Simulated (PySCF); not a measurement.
Match the calculated data to a structure.

All candidates are C6H7NS.

- Rotational structure: rotational constants A, B, C: 4.307, 1.261, 0.982 GHz [GFN2-xTB]
- NMR, other nuclei: isotropic shieldings of nuclei other than C and H, by class: -68 (1 N), 458 (1 S) ppm [GIAO PBE0/pcSseg-1]
- Dipole: 1.29 D [PBE0/pcSseg-1]
- 1H NMR: chemical shifts (computed TMS as zero) by class: 8.70 (1 H), 7.70 (1 H), 7.37 (1 H), 6.97 (1 H), 2.53 (3 H) ppm [GIAO PBE0/pcSseg-1]
- 13C NMR: chemical shifts (computed TMS as zero) by class: 169.3 (1 C), 155.3 (1 C), 141.1 (1 C), 125.9 (1 C), 122.1 (1 C), 19.7 (1 C) ppm [GIAO PBE0/pcSseg-1]

Gas-phase values; electronic properties from PySCF, density fitting. Levels stand in brackets. Isolated species at its GFN2-xTB geometry (one conformer only). NMR classes are plain means over equivalent atoms (diastereotopic ones count apart unless rotation or inversion swaps them), as if these changed places fast.

**Question.** Which candidate is it?
A. `CSc1ccccn1`
B. `C/N=C/c1cccs1`
C. `Nc1ccccc1S`

**Answer.** A. It is `CSc1ccccn1`. Numbering: `[CH3:1][S:2][c:3]1[cH:4][cH:5][cH:6][cH:7][n:8]1`. Its formula, C6H7NS, gives 4 degrees of unsaturation: 1 ring and 3 π bonds in the structure found (Kekulé form). 6 carbons fall into 6 classes; from least to most shielded: substituted aromatic carbon [C3] (169.3 ppm), aromatic CH next to a ring nitrogen [C7] (155.3 ppm), aromatic CH carbon [C5] (141.1 ppm), aromatic CH carbon [C4] (125.9 ppm), aromatic CH carbon [C6] (122.1 ppm), S-methyl carbon [C1] (19.7 ppm). Hydrogen classes from least to most shielded: 1 H on an aromatic CH next to a ring nitrogen, C7 (8.70 ppm), 1 H on an aromatic CH carbon, C5 (7.70 ppm), 1 H on an aromatic CH carbon, C4 (7.37 ppm), 1 H on an aromatic CH carbon, C6 (6.97 ppm), 3 H on an S-methyl carbon, C1 (2.53 ppm, a mean of values up to 0.8 ppm apart in this geometry). The other shieldings belong to: -68 ppm, pyridine-type nitrogen [N8]; 458 ppm, sulfide sulfur [S2]. The optimised geometry has point group Cs and is an asymmetric top.

The others, at the same levels:
- `Nc1ccccc1S` fails: its computed 13C shifts are 151.0 (1 C), 138.8 (1 C), 134.0 (1 C), 123.1 (1 C), 119.2 (1 C), 117.5 (1 C) ppm, 1H shifts are 7.73 (1 H), 7.37 (1 H), 6.94 (1 H), 6.84 (1 H), 3.68 (2 H), 2.75 (1 H) ppm and rotational constant A is 2.959 GHz (against 4.307 GHz).
- `C/N=C/c1cccs1` fails: its computed 13C shifts are 157.3 (1 C), 155.1 (1 C), 138.6 (1 C), 134.6 (1 C), 130.9 (1 C), 51.3 (1 C) ppm, 1H shifts are 8.39 (1 H), 7.30 (1 H), 7.22 (1 H), 7.14 (1 H), 3.86 (3 H) ppm and rotational constant A is 4.940 GHz (against 4.307 GHz).

Each candidate is one conformer, not necessarily the lowest. The conformers computed, where there is a choice (atom-mapped SMILES and torsion angles):
- `[CH3:1][S:2][c:3]1[cH:4][cH:5][cH:6][cH:7][n:8]1`: C1–S2–C3–C4 180°
- `[NH2:1][c:2]1[cH:3][cH:4][cH:5][cH:6][c:7]1[SH:8]`: H–N1–C2–C3 -18°, H–N1–C2–C3 -153°, H–S8–C7–C6 -133°
- `[CH3:1]/[N:2]=[CH:3]/[c:4]1[cH:5][cH:6][cH:7][s:8]1`: N2–C3–C4–C5 179°
